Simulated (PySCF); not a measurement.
# Dipole response of Mo (molybdenum, neutral)

[Kr] 4d5 5s1, high-spin 7S determinant. Calculation: PySCF 2.14, in aug-cc-pVTZ-DK (9s8p6d3f2g, 102 functions); scalar relativity by spin-free X2C-1e. Coupled (time-dependent) response in atomic units; α is the mean over directions.

| method | mean α (bohr³) | C₆ (like pair) | S(−4) |
| --- | --- | --- | --- |
| UHF | 107.7 | 1192 | 8010 |
| PBE | 73.56 | 765.8 | 3068 |

S(−4) is the Cauchy moment in α(ω) = α(0) + S(−4) ω² + …

Reference α: 87 ± 6 bohr³ (recommended; Schwerdtfeger and Nagle, table of static dipole polarizabilities (2023 update)). Published C₆: 1030 (Gould and Bucko (2016)).

Hartree-Fock lies above the reference because it lacks correlation, which contracts the outer shell.

α(iu) at PBE:

```csv
u (hartree),α(iu) (bohr³)
0,73.56
0.0500,66.77
0.100,53.25
0.200,32.59
0.300,22.24
0.500,13.04
0.750,8.197
1.00,5.758
1.50,3.365
2.00,2.220
3.00,1.171
5.00,0.4854
```

A single London oscillator, α(iu) = α/(1 + u²/ω²), gives C₆ = (3/4) ω α². Matching the computed C₆ needs ω = 4 × 765.8 / (3 × 73.56²) = 0.189 hartree.
